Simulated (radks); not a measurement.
Charge is removed step by step from the 1s up level of H, starting from 1s(up 1, down 0). Method: scalar-relativistic Kohn-Sham, r2SCAN, spin-polarised, spherical densities, finite nucleus; meta-GGA in the generalised Kohn-Sham scheme; Gaussian nuclear charge, rms radius 0.8783 fm; computed with a radial shooting solver on a logarithmic mesh with Libxc functionals.

removed (e)	E - E(0) (eV)	eigenvalue (eV)
0	0.000	-8.026
0.125	1.096	-9.511
0.25	2.379	-11.025
0.375	3.852	-12.545
0.5	5.514	-14.035
0.625	7.357	-15.437
0.75	9.365	-16.637

The mean slope of the eigenvalue, de/dn, is 11.5 eV per electron.
